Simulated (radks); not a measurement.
Results of a calculation; reference values are marked as such.
Task: The antimony ion Sb3+, 48 electrons, occupied as [Kr] 4d10 5s2. Level of theory: scalar-relativistic Kohn-Sham, PBEsol, spin-polarised, spherical densities, point nucleus (a radial shooting solver on a logarithmic mesh with Libxc functionals). Some entries of the table are withheld. Estimate them.

| orbital | occ. | eigenvalue (hartree) | <r> (bohr) | <1/r> (bohr^-1) |
|---|---|---|---|---|
| 1s | 2 | -1114.248 | 0.02843 | 54.30 |
| 2s | 2 | -170.4922 | 0.1227 | 12.41 |
| 2p | 6 | -153.1967 | 0.1071 | 11.91 |
| 3s | 2 | -34.29327 | 0.3307 | 4.420 |
| 3p | 6 | -28.65603 | (1) | 4.207 |
| 3d | 10 | -20.04791 | 0.3055 | 3.976 |
| 4s | 2 | -6.54651 | 0.7905 | 1.760 |
| 4p | 6 | -4.81873 | (2) | (3) |
| 4d | 10 | -2.30656 | 1.021 | 1.302 |
| 5s | 2 | -1.43249 | 2.015 | 0.6438 |

Result: 
(1) 3p <r> (bohr): 0.3289
(2) 4p <r> (bohr): 0.8516
(3) 4p <1/r> (bohr^-1): 1.603
